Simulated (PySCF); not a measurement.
# Pd⁺ (palladium, charge +1) across methods

[Kr] 4d8 5p1, one real determinant (an excited configuration). All numbers are calculated (PySCF 2.14, a scalar-relativistic core potential, in def2-TZVPPD with the def2 core potential (28 electrons) (6s4p3d2f1g, 56 functions)).

| method | E (hartree) | mean ε 4d α (eV) | mean ε 4d β (eV) | mean ε 5p α (eV) | Σ⟨r²⟩ (bohr²) | ⟨S²⟩ |
| --- | --- | --- | --- | --- | --- | --- |
| PBE | -127.2538 | -20.072 | -18.715 | -8.493 | 42.26 | 3.751 |
| UHF | -126.53287 | -27.466 | -25.567 | -10.180 | 43.49 | 3.754 |
| PBE0 | -127.2450 | -22.125 | -20.649 | -9.038 | 42.30 | 3.751 |
| r2SCANh | -127.2797 | -21.229 | -19.736 | -8.806 | 41.99 | 3.751 |
| BLYP | -127.2164 | -19.890 | -18.658 | -8.335 | 42.30 | 3.751 |
| B97-3 | -127.2744 | -22.154 | -20.796 | -8.870 | 42.24 | 3.751 |
| LDA | -126.9755 | -20.248 | -18.792 | -8.574 | 42.13 | 3.750 |
| r2SCAN | -127.2924 | -20.443 | -18.982 | -8.599 | 41.94 | 3.751 |
| BP86 | -127.3416 | -20.145 | -18.863 | -8.607 | 42.03 | 3.751 |

⟨L²⟩ = 14.01 against 20 for a pure G term, so this real determinant mixes terms. Energies and moments cover only the electrons outside the core potential.
